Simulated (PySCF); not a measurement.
MH2- across the alkali metals

Level: PBE0, basis family def2-TZVPD, scalar-relativistic core potentials from Rb on and no relativity for lighter atoms.

Each entry is the lowest minimum that a search over a few typed start shapes (and spin states, where more than one is plausible) found, or that minimum re-optimised at the stated level; isomers with ligand–ligand bonds, or fragments after loss of a ligand pair, can lie lower. Open shells are unrestricted; no spin–orbit coupling; PySCF with density fitting.

| molecule | 2S+1 | point group | mean bond to the central atom (Å) | gap (eV) | lowest ω (cm⁻¹) | polar-tensor charge of the central atom |
| --- | --- | --- | --- | --- | --- | --- |
| LiH₂⁻ | 1 | D∞h | 1.732 | 4.29 | 432 | 0.36 |
| NaH₂⁻ | 1 | D∞h | 2.065 | 3.19 | 308 | 0.44 |
| RbH₂⁻ | ? | ? | ? | ? | ? | ? |

(1) Fill in the row of RbH₂⁻.

Answers

(1) 2S+1: 1; point group: D∞h; mean bond to the central atom (Å): 2.686; gap (eV): 2.94; lowest ω (cm⁻¹): 143; polar-tensor charge of the central atom: 0.67.

The bond lengthens at every step; the largest change, 0.621 Å, falls between NaH₂⁻ and RbH₂⁻ among the members listed.

Left out of the table are members whose search was unfinished or whose lowest solution was spin-contaminated, unstable, very soft or bonded differently.
